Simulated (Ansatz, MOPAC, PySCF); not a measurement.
Dimer: H2 (SMILES [H][H]) (first 2 atoms) with CH3NO (SMILES NC=O); geometry from B3LYP-D3(BJ)/def2-TZVP, rigid monomers moved along the line of their centres of mass till H1···O5 is 2.36 Å.
(charge 0, multiplicity 1):
| atom | x (Å) | y (Å) | z (Å) |
|---|---|---|---|
| H | -0.3146 | -0.2150 | 0.4739 |
| H | 0.0056 | -0.0064 | -0.1675 |
| N | 0.9591 | 0.6830 | 3.0453 |
| C | -0.1155 | -0.0300 | 3.4615 |
| O | -0.9070 | -0.5827 | 2.7313 |
| H | 1.1391 | 0.7792 | 2.0590 |
| H | 1.5801 | 1.1198 | 3.7029 |
| H | -0.2017 | -0.0588 | 4.5631 |

Interaction energies are E(AB) − E(A) − E(B) at the monomers' geometry in the complex; basis-set methods are counterpoise corrected. Rows marked so take none.

Frozen-core correlation. CBS(a, b) extrapolates the correlation energy as X⁻³ and adds the Hartree–Fock energy of set b. Rows in 3-21G, 6-31G* carry no dispersion term and start afresh at each structure (6-31G* with six Cartesian d functions). The state that PM3 reach isn't checked.

The values were computed with Ansatz (Gaussian basis) for Hartree–Fock, density functionals and correlated methods; MOPAC for PM3 (differences of heats of formation); PySCF for 3-21G rows, 6-31G* rows. Values without a source in brackets are computed.

```json
[
 {"level": "PM3", "interaction energy (kcal/mol)": "0.74"},
 {"level": "HF/3-21G (no counterpoise)", "interaction energy (kcal/mol)": "-1.92"},
 {"level": "BP86/6-31G* (no counterpoise)", "interaction energy (kcal/mol)": "-0.75"},
 {"level": "B3LYP/6-31G*", "interaction energy (kcal/mol)": "0.18"},
 {"level": "PBE0/def2-TZVPPD", "interaction energy (kcal/mol)": "-0.53"},
 {"level": "MP2/aug-cc-pVDZ", "interaction energy (kcal/mol)": "-0.28"},
 {"level": "MP2/aug-cc-pVTZ", "interaction energy (kcal/mol)": "[?]"},
 {"level": "SCS-MP2/aug-cc-pVTZ", "interaction energy (kcal/mol)": "-0.27"},
 {"level": "MP2/CBS(aug-cc-pVDZ, aug-cc-pVTZ) + ΔCCSD(T)/aug-cc-pVDZ", "interaction energy (kcal/mol)": "[?]"}
]
```

Task: Some entries are withheld; supply them.

Result: 
- MP2/aug-cc-pVTZ, interaction energy (kcal/mol): -0.57
- MP2/CBS(aug-cc-pVDZ, aug-cc-pVTZ) + ΔCCSD(T)/aug-cc-pVDZ, interaction energy (kcal/mol): -0.71

Ansatz is an electronic-structure program.
